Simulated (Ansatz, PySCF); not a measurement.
Reaction (SMILES): CNB(O)O → [NH]B(O)O + [CH3] (CH3) (the C-N bond at the site shown breaks; other sites are not compared here)
Each molecule is optimised on its own at B3LYP-D3(BJ)/def2-TZVP (Ansatz, a quantum-chemistry and plane-wave program), one conformer each, not searched for the lowest. Frequencies are from Ansatz or PySCF.

Wanted: bond dissociation energy (0 K, with B3LYP-D3(BJ) harmonic zero-point energies), in eV. Cores are frozen in the correlated levels unless marked. UHF or UKS for open shells. Spin-orbit coupling is left out. Non-relativistic. CBS marks a two-point X^-3 extrapolation of the correlation energy; Hartree-Fock from the larger set.

```csv
level,program,bond dissociation energy (eV)
HF/cc-pVQZ,Ansatz,2.44
PBE-D3(BJ)/def2-TZVPD,Ansatz + dftd3,4.06
revPBE/def2-TZVPD,Ansatz,3.68
MP2/cc-pVDZ,Ansatz,4.04
SCS-MP2/6-31G,Ansatz,3.68
SCS-MP2/cc-pwCVTZ,Ansatz,4.09
"CCSD(T)/CBS(aug-cc-pVTZ,aug-cc-pVQZ)",Ansatz,4.05
```
